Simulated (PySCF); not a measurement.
Molfile (atoms numbered from 1):
```
C7H20BP
     RDKit          3D

 29 28  0  0  0  0  0  0  0  0999 V2000
   -0.1915    0.2204   -1.9919 B   0  0  0  0  0  0  0  0  0  0  0  0
   -0.5208    0.5848   -0.1460 P   0  0  2  0  0  0  0  0  0  0  0  0
   -1.5294    2.0815    0.1001 C   0  0  0  0  0  0  0  0  0  0  0  0
    1.0074    0.9349    0.8018 C   0  0  0  0  0  0  0  0  0  0  0  0
    1.9904   -0.2291    0.8565 C   0  0  0  0  0  0  0  0  0  0  0  0
    3.3009    0.1488    1.5289 C   0  0  0  0  0  0  0  0  0  0  0  0
   -1.3817   -0.7791    0.7570 C   0  0  0  0  0  0  0  0  0  0  0  0
   -1.5800   -0.5134    2.2435 C   0  0  0  0  0  0  0  0  0  0  0  0
   -2.6854   -1.1399    0.0507 C   0  0  0  0  0  0  0  0  0  0  0  0
    0.5039    1.1653   -2.3526 H   0  0  0  0  0  0  0  0  0  0  0  0
    0.3904   -0.8575   -2.0371 H   0  0  0  0  0  0  0  0  0  0  0  0
   -1.2888    0.2053   -2.5349 H   0  0  0  0  0  0  0  0  0  0  0  0
   -1.6591    2.3335    1.1623 H   0  0  0  0  0  0  0  0  0  0  0  0
   -2.5122    1.9388   -0.3706 H   0  0  0  0  0  0  0  0  0  0  0  0
   -1.0282    2.9147   -0.4135 H   0  0  0  0  0  0  0  0  0  0  0  0
    1.4685    1.7935    0.2837 H   0  0  0  0  0  0  0  0  0  0  0  0
    0.7424    1.2800    1.8157 H   0  0  0  0  0  0  0  0  0  0  0  0
    1.5324   -1.0761    1.3958 H   0  0  0  0  0  0  0  0  0  0  0  0
    2.1797   -0.5879   -0.1683 H   0  0  0  0  0  0  0  0  0  0  0  0
    3.8062    0.9626    0.9848 H   0  0  0  0  0  0  0  0  0  0  0  0
    3.9925   -0.7061    1.5670 H   0  0  0  0  0  0  0  0  0  0  0  0
    3.1380    0.4932    2.5632 H   0  0  0  0  0  0  0  0  0  0  0  0
   -0.6845   -1.6275    0.6335 H   0  0  0  0  0  0  0  0  0  0  0  0
   -0.6332   -0.3058    2.7645 H   0  0  0  0  0  0  0  0  0  0  0  0
   -2.0345   -1.3922    2.7279 H   0  0  0  0  0  0  0  0  0  0  0  0
   -2.2577    0.3379    2.4165 H   0  0  0  0  0  0  0  0  0  0  0  0
   -3.4242   -0.3256    0.1274 H   0  0  0  0  0  0  0  0  0  0  0  0
   -2.5222   -1.3504   -1.0154 H   0  0  0  0  0  0  0  0  0  0  0  0
   -3.1332   -2.0321    0.5158 H   0  0  0  0  0  0  0  0  0  0  0  0
  2  1  1  6
  2  3  1  0
  2  4  1  0
  4  5  1  0
  5  6  1  0
  2  7  1  0
  7  8  1  0
  7  9  1  0
  1 10  1  0
  1 11  1  0
  1 12  1  0
  3 13  1  0
  3 14  1  0
  3 15  1  0
  4 16  1  0
  4 17  1  0
  5 18  1  0
  5 19  1  0
  6 20  1  0
  6 21  1  0
  6 22  1  0
  7 23  1  0
  8 24  1  0
  8 25  1  0
  8 26  1  0
  9 27  1  0
  9 28  1  0
  9 29  1  0
M  CHG  2   1  -1   2   1
M  END
```

Geometry: PBE0-D3(BJ)/def2-SVP; GIAO shifts from PySCF 2.14.0 with density-fitted response routines, gas phase, non-relativistic, averaged over equivalent atoms.

At HF/pcSseg-1 (260 basis functions, 37 s wall time on 1 thread of an Arm Neoverse V2, shared host):
| atoms | δ (ppm) |
| --- | --- |
| B1 | -38.0 |
| P2 | -5.8 |
| C4 | 23.6 |
| C6 | 17.6 |
| C7 | 16.7 |
| C9 | 16.0 |
| C8 | 15.5 |
| C5 | 15.3 |
| C3 | 4.1 |
| H19 | 1.52 |
| H27/H28/H29 | 1.13 |
| H20/H21/H22 | 1.09 |
| H23 | 1.08 |
| H17 | 0.98 |
| H24/H25/H26 | 0.96 |
| H13/H14/H15 | 0.91 |
| H16 | 0.84 |
| H18 | 0.80 |
| H10/H11/H12 | 0.55 |

Scale: BF3·OEt2 for ¹¹B (115.29 ppm); H3PO4 for ³¹P (356.22 ppm); ¹³C (190.85 ppm) and ¹H (31.69 ppm) against TMS (reference shieldings calculated alike).

Question: Predict the values at PBE0/pcSseg-1 on the same geometry.

Answer: 
| atoms | δ at PBE0/pcSseg-1 | change |
| --- | --- | --- |
| B1 | -47.8 | -9.8 |
| P2 | -5.4 | +0.4 |
| C4 | 29.7 | +6.1 |
| C6 | 17.9 | +0.3 |
| C7 | 24.0 | +7.3 |
| C9 | 17.2 | +1.2 |
| C8 | 16.3 | +0.8 |
| C5 | 17.9 | +2.6 |
| C3 | 5.7 | +1.6 |
| H19 | 1.68 | +0.16 |
| H27/H28/H29 | 1.12 | -0.01 |
| H20/H21/H22 | 1.04 | -0.05 |
| H23 | 1.53 | +0.45 |
| H17 | 1.33 | +0.35 |
| H24/H25/H26 | 0.97 | +0.01 |
| H13/H14/H15 | 0.95 | +0.04 |
| H16 | 1.07 | +0.23 |
| H18 | 0.99 | +0.19 |
| H10/H11/H12 | 0.74 | +0.19 |

Chemical shifts δ = σref − σ; BF3·OEt2 for ¹¹B (σ = 100.73 ppm); ³¹P (σ = 310.13 ppm) vs H3PO4; ¹³C (σ = 184.41 ppm), ¹H (σ = 31.27 ppm) against TMS, all at this level.

The largest change is at B1 (boron bonded to P, 3 H). Cost: 260 basis functions, 82 s wall time on 1 thread of an Arm Neoverse V2, shared host. The order of the carbon signals changes between the two levels.

Experimental scales use liquid or dissolved standards, which lie at an offset from isolated H3PO4.
